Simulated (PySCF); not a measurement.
Two-dimensional NMR puzzle

Compound of formula C₇H₁₁FOSi. Correlations simulated from computed shifts and the bond graph:

HSQC (one-bond C–H):
```
  δH     δC
7.22  142.3
7.10  147.8
6.17  145.2
6.08  135.6
5.84  126.5
5.59  135.6
0.14   -6.2
```

COSY cross peaks (H two or three bonds apart, from the bond graph; peaks can be absent where the dihedral angle is near 90°):
```
  δH    δH
7.22  7.10
6.17  5.84
6.08  5.59
4.73  0.14
```

HMBC (two and three bonds, from the bond graph):
```
  δH                         δC
7.22               147.8, 145.2
7.10                      142.3
6.17        148.0, 142.3, 126.5
6.08               148.0, 126.5
5.84        148.0, 145.2, 135.6
5.59               148.0, 126.5
4.73  148.0, 135.6, 126.5, -6.2
0.14                      148.0
```

Carbons without hydrogens: δ 148.0.

Calculated, not measured (PySCF 2.14.0 with density-fitted response routines): coordinates at the GFN2-xTB level, shielding tensors at PBE0/pcSseg-1 (GIAO). In vacuum, non-relativistic Hamiltonian, fast rotation and ring inversion assumed for equivalent nuclei, a single conformation.

Referencing at the same level of theory: ¹H (σref 31.72), ¹³C (σref 186.93) against TMS.

Exchangeable hydrogens are left out of these lists.

Assemble the structure.

## Answers

SMILES C=C(/C=C\O/C=C/F)[SiH2]C.

Atoms are numbered as in `[CH2:1]=[C:2](/[CH:3]=[CH:4]\[O:5]/[CH:6]=[CH:7]/[F:8])[SiH2:9][CH3:10]`. Hydrogens are named by the atom that carries them. Ha(C1) is cis to C3; Hb(C1) is trans to C3.

δC 148.0 is C2, a fully substituted alkene carbon. δC 147.8 is C7, a β carbon of an enol-ether or enamine type C=C (δH 7.10). δC 145.2 is C4, an alkene carbon bearing oxygen (δH 6.17). δC 142.3 is C6, an alkene carbon bearing oxygen (δH 7.22). δC 135.6 is C1, a terminal =CH2 carbon (δH 5.59, 6.08). δC 126.5 is C3, a β carbon of an enol-ether or enamine type C=C (δH 5.84). δC -6.2 is C10, a methyl carbon bonded to Si (δH 0.14). HMBC from δH 6.17 reaches the proton-free carbon C2. HMBC from δH 6.08 reaches the proton-free carbon C2. HMBC from δH 5.84 reaches the proton-free carbon C2. HMBC from δH 5.59 reaches the proton-free carbon C2. COSY links 7.22–7.10, 6.17–5.84, 6.08–5.59, 4.73–0.14.

The shifts were computed for this structure.

Shifts are as computed. Against solution values, carbons near 30 ppm lie about +3 ppm off and those near 130 ppm about +5 ppm. Of 1211 compounds with measured shifts, 218 miss one by over three times the rms of a fit or turn the order of signals round; such compounds aren't used in these exercises.
